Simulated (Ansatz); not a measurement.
Total energies of SnMe2(pyrrolidide)2 (C₁₀H₂₂N₂Sn) from Ansatz at PBE0-D4/def2-TZVP, gas phase (1 Eh = 27.2114 eV = 2625.5 kJ/mol). The reference geometry is relaxed at r2SCAN-D4/def2-SVP.

```csv
atom,x (Å),y (Å),z (Å)
Sn1,-0.321,-1.153,-0.461
C2,1.041,-2.430,-1.520
H3,0.939,-3.474,-1.190
H4,2.071,-2.095,-1.331
H5,0.836,-2.376,-2.599
C6,-2.321,-1.911,-0.166
H7,-2.859,-1.910,-1.125
H8,-2.863,-1.277,0.551
H9,-2.286,-2.939,0.224
N10,-0.535,0.575,-1.534
C11,0.612,1.370,-1.938
C12,0.011,2.402,-2.918
C13,-1.483,2.489,-2.512
C14,-1.605,1.531,-1.309
H15,1.394,0.742,-2.399
H16,1.086,1.903,-1.081
H17,0.108,2.046,-3.955
H18,0.526,3.373,-2.853
H19,-1.797,3.513,-2.254
H20,-2.127,2.144,-3.336
H21,-1.474,2.113,-0.365
H22,-2.588,1.033,-1.251
N23,0.637,-0.664,1.299
C24,0.105,0.372,2.168
C25,1.174,0.502,3.276
C26,1.902,-0.867,3.267
C27,1.151,-1.684,2.197
H28,-0.871,0.092,2.634
H29,-0.057,1.313,1.614
H30,0.720,0.734,4.253
H31,1.876,1.315,3.038
H32,2.955,-0.740,2.972
H33,1.891,-1.365,4.250
H34,1.804,-2.399,1.665
H35,0.344,-2.279,2.691
```

| state | geometry | energy (Eh) |
| --- | --- | --- |
| charge 0 singlet | reference | -717.71585 |
| charge 1 doublet | reference | -717.45280 |
| charge 1 doublet | relaxed at r2SCAN-D4/def2-SVP | -717.48041 |
| free Sn atom (triplet) | – | -214.25870 |
| free C atom (triplet) | – | -37.80537 |
| free H atom (doublet) | – | -0.50104 |
| free N atom (quartet) | – | -54.54382 |

In the def2 sets Sn takes a core potential; there is no spin–orbit coupling. Single mean-field runs in def2-TZVP are fitted with def2-universal-jkfit.

Problem. Work out the vertical ionisation energy to the doublet.

Solution. E(charge 1 doublet) − E(charge 0 singlet) = -717.45280 − (-717.71585) = 0.26305 Eh = 7.16 eV. For comparison, −ε of the highest occupied level is 5.73 eV at this level, 1.43 eV less.

Problem. How much does the charge 1 doublet relax, and what is the adiabatic ionisation energy?

Solution. Relaxation: -717.45280 − (-717.48041) = 0.02761 Eh = 0.75 eV. Adiabatic ionisation energy: 0.23544 Eh = 6.41 eV, without zero-point energy. 

Problem. What is the binding energy per atom against free atoms?

Solution. Atoms: 1 × (-214.25870) + 10 × (-37.80537) + 22 × (-0.50104) + 2 × (-54.54382) = -712.42292 Eh. Binding: -712.42292 − (-717.71585) = 5.29293 Eh = 144.03 eV, or 4.12 eV for each of 35 atoms (no zero-point energy, no counterpoise term).
